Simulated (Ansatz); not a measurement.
Two structures of GeHBrCl2, closed shell, reached by relaxing down either side of one saddle point (PBE0-D4/def2-TZVP). Energies are electronic, without zero-point energy. Program: Ansatz 0.2.0. Basis: def2-TZVPP and def2-QZVPP. Cores are frozen in the correlated methods. Filled d shells of the heavier atoms are correlated. The def2 sets are not built for correlating such inner shells, so the correlated values are less sure here. Extrapolation: Hartree–Fock as exp(−7.88 √X), correlation as X^−2.97. First:

```csv
atom,x (Å),y (Å),z (Å)
Ge1,1.2312,-0.0619,-0.7522
Cl2,1.2748,-0.0012,1.4635
Cl3,0.4201,-2.0791,-1.0299
H4,-1.3365,0.9167,0.8438
Br5,-1.5895,1.2255,-0.5253
```

Second:

Ge1  (0.790, 0.104, -1.150)
Cl2  (0.755, 0.298, 1.806)
Cl3  (0.331, -2.034, -1.149)
H4  (-0.446, 0.648, 1.492)
Br5  (-1.430, 0.984, -1.000)
(Å)

Which bonds change from the first to the second?

GeCl₂ + HBr → GeBrCl + HCl; bonds formed: Ge1–Br5, Cl2–H4; bonds broken: Ge1–Cl2, H4–Br5.

Give the saddle point's structure and its height above each. (An estimate is asked for; the value comes from the calculation.)

Computed: 7.32 kcal/mol above the first and 9.14 kcal/mol above the second (CCSD(T) at an estimated basis limit (MP2 extrapolated from triple and quadruple zeta, plus CCSD(T) − MP2 in triple zeta)).
```
atom    x (Å)    y (Å)    z (Å)
 Ge1   0.9629   0.0570  -0.8469
 Cl2   0.7550   0.1900   1.5637
 Cl3   0.3881  -2.0365  -1.0576
  H4  -0.6098   0.7223   0.8340
 Br5  -1.4963   1.0673  -0.4933
```

The search had been set up for a insertion of a divalent centre (a silylene, a carbene or their kin) (forming Ge1–H4, Ge1–Br5, breaking H4–Br5); from that guess it ended on this step instead.

No T1 diagnostic of these runs exceeds 0.011.

For scale, one of the runs: CCSD(T)/def2-TZVPP, 194 basis functions (an equivalent command: `ansatz run in.yaml --threads 4`). Hardware: 4 CPU threads, shared host. Wall time 74 s; peak host memory 2.2 GiB.
